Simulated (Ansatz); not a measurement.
Reaction (cleavage of the B–Ge bond): `[GeH3][B]1O[SiH2]1` + H–F → `FB1O[SiH2]1` + GeH₄

Program: Ansatz. Geometries: PBE0-D4/def2-TZVP. ΔE: electronic, gas phase. CCSD(T)/CBS is the MP2 limit (def2-TZVPP, def2-QZVPP) plus CCSD(T) − MP2 in def2-TZVPP, frozen cores. This one scheme is used for every species. Functionals use def2-TZVPP. For Ge outer-core shells are correlated without core-valence functions, which leaves a few kJ/mol of doubt a bond. Scalar relativity is left out up to krypton.

| species | r2SCAN energy (Eh) |
| --- | --- |
| `[GeH3][B]1O[SiH2]1` | -2469.54296 |
| H–F | -100.44665 |
| `FB1O[SiH2]1` | -490.66644 |
| GeH₄ | -2079.37462 |

**Question.** Work out ΔE.

**Answer.** ΔE = (-490.66644) + (-2079.37462) − (-2469.54296) − (-100.44665) = -0.05145 Eh = -135.1 kJ/mol. CCSD(T)/CBS gives -120.1 kJ/mol.

Largest T1 diagnostic among the species: 0.015.

In def2-TZVPP, CCSD(T) changes the Hartree–Fock value by +34.0 kJ/mol (the triples alone add +4.3 kJ/mol) and MP2 by +34.3 kJ/mol. The D4 term adds +6.5 kJ/mol with B3LYP and +3.7 kJ/mol with PBE0; it sums over pairs of atoms, weighted by their polarisabilities, and B3LYP, whose exchange is more repulsive, gets the larger term.

B3LYP here is the variant with VWN-RPA as its local correlation; programs differ in this.
